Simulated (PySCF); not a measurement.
A structure optimised at B3LYP-D3(BJ)/def2-SVP, used in a PySCF frequency run:

```xyz
9

C     -2.8153     0.4611     0.0000
C     -1.9940    -0.5957     0.0000
Si    -0.1483    -0.4936     0.0000
Cl     0.6097    -1.4497    -1.6659
Cl     0.6097    -1.4497     1.6659
Br     0.5416     1.6225     0.0000
H     -2.4347     1.4875     0.0000
H     -3.9039     0.3415     0.0000
H     -2.4163    -1.6092     0.0000
```
Charge 0, spin multiplicity 1.

Task: Write its SMILES, formula and point group.

Result: C=C[Si](Cl)(Cl)Br, C2H3BrCl2Si, Cs

Task: What are its rotational constants (standard atomic weights)?

Result: 1.2151, 0.87996, 0.84696 GHz
